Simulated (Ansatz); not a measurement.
Calculation: frozen-core CCSD(T)/def2-TZVPD // CAM-B3LYP-D3(BJ)/def2-TZVPD (Ansatz, an electronic-structure program).

Ansatz 0.2 input:
```yaml
crystal:
  periodic: [false, false, false]
  atoms:
    - { symbol: O, position_ang: [-0.95713, 1.475092, -0.089552] }
    - { symbol: Si, position_ang: [-0.325636, 0.072727, -0.010451] }
    - { symbol: I, position_ang: [2.304752, 0.063265, 0.047011] }
    - { symbol: H, position_ang: [-0.53685, -0.749904, 1.219363] }
    - { symbol: H, position_ang: [-0.485136, -0.861181, -1.166371] }
basis:
  gaussian: { orbitals: def2-TZVPD }
correlation:
  method: ccsd_t
total_charge: -1
```

Output:

```
Functional definition: HF
1190 factors; integrals over basis functions are off by at most 9.5e-4 eV
mean field evaluation 1: about -18005.7068 eV, gradient 3.0e1 eV
mean field evaluation 2: about -18005.7733 eV, gradient 3.0e1 eV
mean field evaluation 4: about -18007.8819 eV, gradient 2.8e0 eV
mean field evaluation 8: about -18007.9192 eV, gradient 3.8e-1 eV
mean field evaluation 16: about -18005.7087 eV, gradient 3.0e1 eV
mean field -18007.91966766 eV, -661.7788415800 hartree, gradient 3.6e-6 eV, S^2 0.000000; 0 other end points of the search recorded, 0 dependent functions left out
10 core orbitals not correlated
reference -18007.91966766 eV, -661.7788415800 hartree; 15, 15 occupied and 135, 135 virtual orbitals, 1190 factors
second order -23.75563659 eV of doubles, -0.00000000 eV of singles
cycle   1  -22.52274074 eV  change     1.2e0 eV  update   1.2e-1
cycle   2  -23.10201979 eV  change   -5.8e-1 eV  update   4.2e-2
cycle   3  -23.26016754 eV  change   -1.6e-1 eV  update   2.1e-2
cycle   4  -23.23522723 eV  change    2.5e-2 eV  update   5.9e-3
cycle   5  -23.22919338 eV  change    6.0e-3 eV  update   2.9e-3
cycle   6  -23.23166118 eV  change   -2.5e-3 eV  update   1.2e-3
cycle   7  -23.23224808 eV  change   -5.9e-4 eV  update   5.2e-4
cycle   8  -23.23187461 eV  change    3.7e-4 eV  update   2.5e-4
cycle   9  -23.23176032 eV  change    1.1e-4 eV  update   8.6e-5
cycle  10  -23.23189596 eV  change   -1.4e-4 eV  update   4.0e-5
cycle  11  -23.23184802 eV  change    4.8e-5 eV  update   1.7e-5
cycle  12  -23.23183597 eV  change    1.2e-5 eV  update   6.8e-6
perturbative correction -0.73032160 eV, -0.0268388237 hartree
Total energy: -18031.88182523 eV, -662.6594346287 hartree
```

Cost: roughly 40 core-seconds.
